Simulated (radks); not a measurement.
Results of a calculation; reference values are marked as such.
Q: Valence configurations of Fe+ (all share [Ar]). Level of theory: Dirac Kohn-Sham, LDA (Slater exchange, Perdew-Wang correlation), spin-unpolarised, spherical densities, point nucleus; open shells fill j = l - 1/2 first (a radial shooting solver on a logarithmic mesh with Libxc functionals). Order these by energy: 3d5 4s2; 3d6 4p1; 3d5.5 4s1 4p0.5; 3d6 4s1; 3d5 4p2; 3d4 4s1 4p2; 3d5.5 4s1.5; 3d5 4s1.5 4p0.5; 3d5 4s1 4p1; 3d7.

A: From the lowest, in eV above it: 3d7 0.000; 3d6 4s1 2.049; 3d5.5 4s1.5 4.270; 3d5.5 4s1 4p0.5 6.920; 3d6 4p1 7.118; 3d5 4s2 7.457; 3d5 4s1.5 4p0.5 10.242; 3d5 4s1 4p1 13.056; 3d5 4p2 18.777; 3d4 4s1 4p2 29.611. NIST lists [Ar] 3d6 4s1 as the ground configuration; this level of theory puts 3d7 lower, by 2.049 eV. The energies are those of spherical spin-averaged densities, not of single terms.
